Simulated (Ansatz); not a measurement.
The cluster H₆Au₃, relaxed as a doublet with UKS PBE0-D4/def2-SVP in Ansatz, starting from the GFN2-xTB geometry. Force threshold 0.02 eV/Å.

In the def2 sets Au takes a core potential; there is no spin–orbit coupling. In the doublet, H5 and H8 lie 0.84 Å apart (atoms count from 1), so H2 has formed as a molecule. The relaxation made no stability test and no search for a lower SCF solution. No other spin state of charge 0 was run. Another isomer (doublet) lies 0.24 eV lower at r2SCAN-D4/def2-TZVP; other spin states weren't run for this one.

Start:

```xyz
9

Au    1.209    0.193   -0.426
Au    0.019   -1.843    1.061
Au   -0.563    2.479   -0.831
H    -0.673    3.980   -1.032
H    -0.222   -3.322    0.777
H     0.456   -0.409    1.048
H    -1.473    1.286   -0.611
H    -0.681   -3.076    1.597
H     1.928    0.712   -1.582
```

```tsv
step	energy (eV)	largest force component (eV/Å)	SCF passes
1	-11174.2994	3.398	18
2	-11175.5321	1.364	27
3	-11175.6846	0.940	25
4	-11175.7689	0.220	26
5	-11175.7929	0.116	22
6	-11175.8393	0.218	26
7	-11175.9061	0.384	26
8	-11175.9488	0.441	25
9	-11175.9839	0.202	25
10	-11175.9952	0.147	25
11	-11176.0172	0.070	24
13 (rejected)	-11176.0053	0.651	23
15	-11176.0215	0.068	22
17	-11176.0275	0.257	25
19	-11176.0537	0.046	25
21	-11176.0737	0.293	24
23	-11176.0913	0.079	25
25	-11176.0944	0.039	23
27	-11176.0961	0.035	23
29	-11176.0983	0.068	25
31 (rejected)	-11176.0847	0.477	25
33 (rejected)	-11176.0999	0.179	23
35 (rejected)	-11176.1006	0.063	24
37	-11176.1023	0.013	25
39	-11176.1026	0.016	24
40	-11176.1027	0.005	23
```

Force components are those of the run's own axes.

End:

Cartesian coordinates in Å:
```
Au 1.5445 0.4694 0.1131
Au 0.2356 -1.7629 0.8366
Au -0.2584 2.1992 -1.0363
H -1.5655 2.9048 -1.6202
H -0.9897 -3.0213 1.1704
H 1.8156 -1.1138 0.8736
H -0.9686 0.7525 -0.5475
H -1.4203 -2.4269 0.7677
H 1.6067 1.9990 -0.5574
```

Bonds formed: Au3–H9 (atoms count from 1).

The force fell under the threshold at step 32, but the optimiser went on. No frequencies were taken in this run, so the end may be a saddle point.

Run time 1.8 min (4 threads of Arm Neoverse V2 on a shared host).
